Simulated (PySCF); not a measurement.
Electron correlation in Ar²⁺ (argon, charge +2)

[Ne] 3s2 3p4, high-spin 3P determinant. Computed with PySCF 2.14 in aug-cc-pVDZ-DK (5s4p2d, 27 functions), with scalar relativity by spin-free X2C-1e. Frozen: [Ne]; 6 electrons correlated.

```tsv
level	correlation energy (mhartree)
CCSD	-111.02
(T)	-1.22
CCSD(T)	-112.24
CCSDT	-112.49
```

Diagnostics: T1 = 0.0061, D1 = 0.0205, largest double amplitude 0.043.

Question: Is a single reference adequate?

Answer: Yes: T1 lies below 0.03 and no double amplitude reaches 0.07.
